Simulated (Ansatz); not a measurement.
`[F][GeH2][I]` + `F[Si](F)(F)[SiH2]Cl` → `[F][GeH2][SiH2]Cl` + `F[Si](F)(F)I` at 700 K and 1 bar (redistribution).

Program: Ansatz. Geometries: PBE0-D4/def2-TZVP. ΔE: electronic, gas phase. CCSD(T)/CBS is the MP2 limit (def2-TZVPP, def2-QZVPP) plus CCSD(T) − MP2 in def2-TZVPP, frozen cores. def2 core potentials past Kr. For Ge, I outer-core shells are correlated without core-valence functions, which leaves a few kJ/mol of doubt a bond. Scalar relativity is left out up to krypton. One conformer a species, not always the lowest.

| species | CCSD(T)/CBS energy (Eh) | H − E (kJ/mol) | S (J/(mol·K)) |
| --- | --- | --- | --- |
| `[F][GeH2][I]` | -2474.61172 | 95.9 | 381.7 |
| `F[Si](F)(F)[SiH2]Cl` | -1338.77337 | 155.1 | 501.5 |
| `[F][GeH2][SiH2]Cl` | -2927.24228 | 168.5 | 466.0 |
| `F[Si](F)(F)I` | -886.14639 | 82.0 | 406.6 |

H − E and S are ideal-gas, rigid-rotor, harmonic terms from PBE0-D4/def2-TZVP, for one conformer and one mirror image of each species. 1 Eh = 2625.50 kJ/mol, R = 8.31446 J/(mol·K).

Problem. By hand: ΔE, ΔH, ΔS and ΔG.

Solution. ΔE = (-2927.24228) + (-886.14639) − (-2474.61172) − (-1338.77337) = -0.00358 Eh = -9.4 kJ/mol. Δ(H − E) = 168.5 + 82.0 − 95.9 − 155.1 = -0.5, so ΔH = -9.9 kJ/mol. ΔS = 466.0 + 406.6 − 381.7 − 501.5 = -10.6 J/(mol·K). ΔG = -9.9 − 700 × (-10.6)/1000 = -2.5 kJ/mol.

Problem. By hand: the equilibrium constant, and the temperature at which ΔG would vanish if ΔH and ΔS stayed fixed.

Solution. log₁₀ K = −ΔG/(RT ln 10) = 0.2. ΔG = 0 at ΔH/ΔS = 934 K, though so small a ΔH makes that figure unsure.

TΔS isn't small against ΔH here. The sign of ΔG lies within the doubt. A doubt of 5 kJ/mol in ΔE shifts log₁₀ K by 0.4 here. Other conformers and mirror images would add mixing entropy, several J/(mol·K) or more a flexible species. Modes under 60 cm⁻¹, often nearly free rotors, make the harmonic entropy too high. These are equilibria of isolated gas molecules and say nothing of rates. Largest T1 diagnostic: 0.012 (customary marks: 0.02 for closed shells, 0.045 for open ones).
